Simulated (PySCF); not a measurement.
C5H9F3Si, SMILES CC(C)/C=C\[Si](F)(F)F, GFN2-xTB optimised geometry.

```
18

C      1.98     0.99     0.00
C      0.45     0.99     0.00
C     -0.09     2.42     0.00
C     -0.05     0.27     1.21
C     -0.81    -0.82     1.20
Si    -1.44    -1.70    -0.31
F     -2.37    -0.85    -1.29
F     -2.33    -2.96     0.07
F     -0.33    -2.29    -1.30
H      2.37     1.49     0.89
H      2.36    -0.03    -0.02
H      2.36     1.52    -0.88
H      0.10     0.48    -0.90
H     -1.17     2.42    -0.02
H      0.27     2.96    -0.88
H      0.24     2.96     0.89
H      0.26     0.70     2.15
H     -1.11    -1.25     2.15
```

Density from PBE0/def2-SVP run with PySCF at that geometry.

Minimum of the electron density along straight lines between bonded atoms, close to the bond critical point (lines longer than 1.1 times the sum of covalent radii, or with two minima, are not listed):

```json
[
 {"bond": "C1–C2", "length / Å": "1.530", "ρ at the minimum / e bohr⁻³": "0.241", "∇²ρ there / e bohr⁻⁵": "-0.54", "position (fraction from the first atom)": "0.50"},
 {"bond": "C2–C3", "length / Å": "1.530", "ρ at the minimum / e bohr⁻³": "0.240", "∇²ρ there / e bohr⁻⁵": "-0.54", "position (fraction from the first atom)": "0.50"},
 {"bond": "C2–C4", "length / Å": "1.494", "ρ at the minimum / e bohr⁻³": "0.262", "∇²ρ there / e bohr⁻⁵": "-0.63", "position (fraction from the first atom)": "0.48"},
 {"bond": "C4–C5", "length / Å": "1.331", "ρ at the minimum / e bohr⁻³": "0.338", "∇²ρ there / e bohr⁻⁵": "-0.89", "position (fraction from the first atom)": "0.51"},
 {"bond": "C5–Si6", "length / Å": "1.857", "ρ at the minimum / e bohr⁻³": "0.124", "∇²ρ there / e bohr⁻⁵": "0.33", "position (fraction from the first atom)": "0.62"},
 {"bond": "Si6–F7", "length / Å": "1.591", "ρ at the minimum / e bohr⁻³": "0.125", "∇²ρ there / e bohr⁻⁵": "1.19", "position (fraction from the first atom)": "0.42"},
 {"bond": "Si6–F8", "length / Å": "1.588", "ρ at the minimum / e bohr⁻³": "0.126", "∇²ρ there / e bohr⁻⁵": "1.20", "position (fraction from the first atom)": "0.42"},
 {"bond": "Si6–F9", "length / Å": "1.591", "ρ at the minimum / e bohr⁻³": "0.125", "∇²ρ there / e bohr⁻⁵": "1.19", "position (fraction from the first atom)": "0.42"},
 {"bond": "C1–H10", "length / Å": "1.088", "ρ at the minimum / e bohr⁻³": "0.276", "∇²ρ there / e bohr⁻⁵": "-1.00", "position (fraction from the first atom)": "0.62"},
 {"bond": "C1–H11", "length / Å": "1.087", "ρ at the minimum / e bohr⁻³": "0.278", "∇²ρ there / e bohr⁻⁵": "-1.02", "position (fraction from the first atom)": "0.63"},
 {"bond": "C1–H12", "length / Å": "1.087", "ρ at the minimum / e bohr⁻³": "0.277", "∇²ρ there / e bohr⁻⁵": "-1.02", "position (fraction from the first atom)": "0.63"},
 {"bond": "C2–H13", "length / Å": "1.095", "ρ at the minimum / e bohr⁻³": "0.276", "∇²ρ there / e bohr⁻⁵": "-0.99", "position (fraction from the first atom)": "0.62"},
 {"bond": "C3–H14", "length / Å": "1.087", "ρ at the minimum / e bohr⁻³": "0.278", "∇²ρ there / e bohr⁻⁵": "-1.02", "position (fraction from the first atom)": "0.63"},
 {"bond": "C3–H15", "length / Å": "1.087", "ρ at the minimum / e bohr⁻³": "0.277", "∇²ρ there / e bohr⁻⁵": "-1.02", "position (fraction from the first atom)": "0.63"},
 {"bond": "C3–H16", "length / Å": "1.088", "ρ at the minimum / e bohr⁻³": "0.276", "∇²ρ there / e bohr⁻⁵": "-1.00", "position (fraction from the first atom)": "0.62"},
 {"bond": "C4–H17", "length / Å": "1.084", "ρ at the minimum / e bohr⁻³": "0.283", "∇²ρ there / e bohr⁻⁵": "-1.09", "position (fraction from the first atom)": "0.63"},
 {"bond": "C5–H18", "length / Å": "1.083", "ρ at the minimum / e bohr⁻³": "0.277", "∇²ρ there / e bohr⁻⁵": "-1.03", "position (fraction from the first atom)": "0.63"}
]
```
